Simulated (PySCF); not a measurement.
PySCF input (M06-2X/def2-TZVPD):

```python
from pyscf import gto, scf, dft

mol = gto.M(
    atom='''
    O    -0.00000000   -0.00000000   -1.33415556
    Se    0.00000000    0.00000000    0.31391896
    ''',
    basis='def2-tzvpd',
    charge=1,
    spin=1,
    symmetry='C2v',
    verbose=4,
)

mf = dft.UKS(mol, xc='m062x').density_fit(auxbasis='def2-universal-jkfit')
mf.grids.level = 4
mf.conv_tol = 1e-9
mf.max_cycle = 100
mf.max_memory = 1500
mf.kernel()
if not mf.converged:
    mf = mf.newton()
    mf.kernel(mf.make_rdm1())
mf.analyze()
```

Output:

```
PySCF version 2.14.0

[INPUT] verbose = 4
[INPUT] num. atoms = 2
[INPUT] num. electrons = 41
[INPUT] charge = 1
[INPUT] spin (= nelec alpha-beta = 2S) = 1
[INPUT] symmetry C2v subgroup None
[INPUT] Mole.unit = angstrom
[INPUT] Symbol           X                Y                Z      unit          X                Y                Z       unit  Magmom
[INPUT]  1 O      0.000000000000   0.000000000000  -1.334155560000 AA    0.000000000000   0.000000000000  -2.521188615966 Bohr   0.0
[INPUT]  2 Se     0.000000000000   0.000000000000   0.313918960000 AA    0.000000000000   0.000000000000   0.593220859708 Bohr   0.0

nuclear repulsion = 87.3359788186277
point group symmetry = Coov, use subgroup C2v
symmetry origin: [0.00000000e+00 0.00000000e+00 7.19895677e-09]
symmetry axis x: [1. 0. 0.]
symmetry axis y: [0. 1. 0.]
symmetry axis z: [0. 0. 1.]
num. orbitals of irrep A1 = 43
num. orbitals of irrep A2 = 10
num. orbitals of irrep B1 = 22
num. orbitals of irrep B2 = 22
number of shells = 33
number of NR pGTOs = 167
number of NR cGTOs = 97
basis = def2-tzvpd
ecp = {}

******** <class 'pyscf.df.df_jk.DFSymAdaptedUKS'> ********
method = DFSymAdaptedUKS
initial guess = minao
damping factor = 0
level_shift factor = 0
DIIS = <class 'pyscf.scf.diis.CDIIS'>
diis_start_cycle = 1
diis_space = 8
diis_damp = 0
SCF conv_tol = 1e-09
SCF conv_tol_grad = None
SCF max_cycles = 100
direct_scf = False
number electrons alpha = 21  beta = 20
XC library pyscf.dft.libxc version 7.1.2
    S. Lehtola, C. Steigemann, M. J. T. Oliveira, and M. A. L. Marques,  SoftwareX 7, 1–5 (2018)
XC functionals = m062x
    Y. Zhao and D. G. Truhlar,  Theor. Chem. Acc. 120, 215 (2008)
    Y. Zhao and D. G. Truhlar,  Theor. Chem. Acc. 120, 215 (2008)
radial grids:
    Treutler-Ahlrichs [JCP 102, 346 (1995); DOI:10.1063/1.469408] (M4) radial grids

becke partition: Becke, JCP 88, 2547 (1988); DOI:10.1063/1.454033
pruning grids: <function nwchem_prune>
grids dens level: 4
symmetrized grids: C2v
atomic radii adjust function: <function treutler_atomic_radii_adjust>
small_rho_cutoff = 0
Freeze 0 electrons in irreps []
    41 free electrons in irreps A1 A2 B1 B2
Set gradient conv threshold to 3.16228e-05
[...]
beta  HOMO (B1) = -0.730206929674403  LUMO (B2) = -0.43325924241745
  HOMO = -0.631080734442  LUMO = -0.445686205146  gap/eV = 5.04484
Extra cycle  E= -2476.35789886939  delta_E= 5.73e-11  |g|= 1.48e-05  |ddm|= 1.25e-05
converged SCF energy = -2476.35789886939  <S^2> = 0.75813025  2S+1 = 2.0081138
**** SCF Summaries ****
Total Energy =                       -2476.357898869393466
Nuclear Repulsion Energy =              87.335978818627709
One-electron Energy =                -3605.281416334370078
Two-electron Energy =                 1041.587538646349003
Two-electron Coulomb Energy =         1136.942772209856003
DFT Exchange-Correlation Energy =      -95.355233563507070
HOMO-LUMO gap [eV] =                     5.044842102656470
Wave-function symmetry = B1
alpha occupancy for each irrep:     A1   A2   B1   B2
                                    11    1    5    4
beta  occupancy for each irrep:     A1   A2   B1   B2
                                    11    1    4    4
**** MO energy ****
alpha MO #1 (A1 #1), energy= -456.768101980898 occ= 1
alpha MO #2 (A1 #2), energy= -59.3295861475214 occ= 1
alpha MO #3 (B1 #1), energy= -53.3856533134681 occ= 1
alpha MO #4 (B2 #1), energy= -53.3856224727372 occ= 1
alpha MO #5 (A1 #3), energy= -53.3833563497965 occ= 1
alpha MO #6 (A1 #4), energy= -20.0332531163226 occ= 1
alpha MO #7 (A1 #5), energy= -8.56644207098599 occ= 1
alpha MO #8 (B2 #2), energy= -6.50459846995512 occ= 1
alpha MO #9 (B1 #2), energy= -6.50057656096602 occ= 1
alpha MO #10 (A1 #6), energy= -6.49671279912815 occ= 1
alpha MO #11 (A1 #7), energy= -2.77471466003235 occ= 1
alpha MO #12 (B2 #3), energy= -2.77182416038959 occ= 1
alpha MO #13 (A2 #1), energy= -2.77177041325964 occ= 1
alpha MO #14 (A1 #8), energy= -2.76696601976502 occ= 1
alpha MO #15 (B1 #3), energy= -2.76543020996238 occ= 1
alpha MO #16 (A1 #9), energy= -1.46120360424205 occ= 1
alpha MO #17 (A1 #10), energy= -1.07362904252086 occ= 1
alpha MO #18 (B1 #4), energy= -0.81032734923022 occ= 1
alpha MO #19 (A1 #11), energy= -0.798613101179761 occ= 1
alpha MO #20 (B2 #4), energy= -0.75985743095347 occ= 1
alpha MO #21 (B1 #5), energy= -0.631080734441912 occ= 1
alpha MO #22 (B2 #5), energy= -0.445686205146397 occ= 0
alpha MO #23 (A1 #12), energy= -0.266860299069897 occ= 0
alpha MO #24 (A1 #13), energy= -0.158403183829996 occ= 0
alpha MO #25 (B2 #6), energy= -0.117702822013067 occ= 0
alpha MO #26 (B1 #6), energy= -0.115572935821738 occ= 0
alpha MO #27 (A1 #14), energy= -0.0954964862918654 occ= 0
alpha MO #28 (A2 #2), energy= -0.0942262059592087 occ= 0
alpha MO #29 (A1 #15), energy= -0.0934337596635758 occ= 0
alpha MO #30 (B2 #7), energy= -0.0576332309515966 occ= 0
alpha MO #31 (B1 #7), energy= -0.0575424816305938 occ= 0
alpha MO #32 (A1 #16), energy= -0.0528029582949937 occ= 0
alpha MO #33 (B2 #8), energy= 0.00130021207545372 occ= 0
alpha MO #34 (B1 #8), energy= 0.00328076771314301 occ= 0
alpha MO #35 (A1 #17), energy= 0.0220549533714376 occ= 0
alpha MO #36 (A1 #18), energy= 0.0659462779095961 occ= 0
alpha MO #37 (B2 #9), energy= 0.117774191079937 occ= 0
alpha MO #38 (A2 #3), energy= 0.123062124609534 occ= 0
alpha MO #39 (A1 #19), energy= 0.125206775985382 occ= 0
alpha MO #40 (B1 #9), energy= 0.125315948558987 occ= 0
alpha MO #41 (A1 #20), energy= 0.14106606817643 occ= 0
alpha MO #42 (B1 #10), energy= 0.186295848752715 occ= 0
alpha MO #43 (B2 #10), energy= 0.189057317378998 occ= 0
alpha MO #44 (A1 #21), energy= 0.225642563489387 occ= 0
alpha MO #45 (A2 #4), energy= 0.225949798753355 occ= 0
alpha MO #46 (A1 #22), energy= 0.266060608007773 occ= 0
alpha MO #47 (B2 #11), energy= 0.354520416586724 occ= 0
alpha MO #48 (B1 #11), energy= 0.35623192373924 occ= 0
alpha MO #49 (A1 #23), energy= 0.373927987402261 occ= 0
alpha MO #50 (B2 #12), energy= 0.502273744328487 occ= 0
alpha MO #51 (B1 #12), energy= 0.50640513398541 occ= 0
alpha MO #52 (A1 #24), energy= 0.552876353939297 occ= 0
alpha MO #53 (A1 #25), energy= 0.609912533432833 occ= 0
alpha MO #54 (A1 #26), energy= 0.748332481819943 occ= 0
alpha MO #55 (B1 #13), energy= 0.943622309901026 occ= 0
alpha MO #56 (B2 #13), energy= 0.94581182841072 occ= 0
alpha MO #57 (A2 #5), energy= 0.972453954646281 occ= 0
alpha MO #58 (A1 #27), energy= 0.97258932548722 occ= 0
alpha MO #59 (B1 #14), energy= 0.985140269802339 occ= 0
alpha MO #60 (B2 #14), energy= 0.996279369273805 occ= 0
alpha MO #61 (A1 #28), energy= 1.02877620713693 occ= 0
alpha MO #62 (A2 #6), energy= 1.03929068971446 occ= 0
alpha MO #63 (A1 #29), energy= 1.04029483713838 occ= 0
alpha MO #64 (B1 #15), energy= 1.1431850173502 occ= 0
alpha MO #65 (B2 #15), energy= 1.14800442588859 occ= 0
alpha MO #66 (B1 #16), energy= 1.27142422342102 occ= 0
alpha MO #67 (B2 #16), energy= 1.28217937720489 occ= 0
alpha MO #68 (A1 #30), energy= 1.33436788772466 occ= 0
alpha MO #69 (A1 #31), energy= 1.48515846999143 occ= 0
alpha MO #70 (A2 #7), energy= 1.4865098128185 occ= 0
alpha MO #71 (A1 #32), energy= 1.75603320995926 occ= 0
alpha MO #72 (B2 #17), energy= 1.83567638568438 occ= 0
alpha MO #73 (B1 #17), energy= 1.83936449795993 occ= 0
alpha MO #74 (A1 #33), energy= 2.1409173058823 occ= 0
alpha MO #75 (B1 #18), energy= 2.4938230813658 occ= 0
alpha MO #76 (B2 #18), energy= 2.50447590610474 occ= 0
alpha MO #77 (A1 #34), energy= 2.78167582323418 occ= 0
alpha MO #78 (A2 #8), energy= 3.22429694804609 occ= 0
alpha MO #79 (A1 #35), energy= 3.22822019449806 occ= 0
alpha MO #80 (A1 #36), energy= 3.27917460012812 occ= 0
alpha MO #81 (B1 #19), energy= 3.33198703867948 occ= 0
alpha MO #82 (B2 #19), energy= 3.35126675709114 occ= 0
alpha MO #83 (A1 #37), energy= 3.36398792884575 occ= 0
alpha MO #84 (B2 #20), energy= 4.81856376268246 occ= 0
alpha MO #85 (B1 #20), energy= 4.82180646748473 occ= 0
alpha MO #86 (A1 #38), energy= 4.84702852019728 occ= 0
alpha MO #87 (A2 #9), energy= 4.84891779812032 occ= 0
alpha MO #88 (B2 #21), energy= 5.03431584142817 occ= 0
alpha MO #89 (B1 #21), energy= 5.0500730459795 occ= 0
alpha MO #90 (A1 #39), energy= 5.05139244766352 occ= 0
alpha MO #91 (A1 #40), energy= 6.0299916770846 occ= 0
alpha MO #92 (A2 #10), energy= 6.03605295160137 occ= 0
alpha MO #93 (B1 #22), energy= 6.21615204636936 occ= 0
alpha MO #94 (B2 #22), energy= 6.22240169394115 occ= 0
alpha MO #95 (A1 #41), energy= 6.30276072482145 occ= 0
alpha MO #96 (A1 #42), energy= 7.02279866877232 occ= 0
alpha MO #97 (A1 #43), energy= 43.2752446192534 occ= 0
beta  MO #1 (A1 #1), energy= -456.765197245321 occ= 1
beta  MO #2 (A1 #2), energy= -59.3282090061031 occ= 1
beta  MO #3 (B2 #1), energy= -53.3847886402442 occ= 1
beta  MO #4 (A1 #3), energy= -53.3827536766873 occ= 1
beta  MO #5 (B1 #1), energy= -53.3799496090195 occ= 1
[...]
```

This state (charge 1, doublet) is run at the relaxed geometry of the species with charge 0 and multiplicity 3.
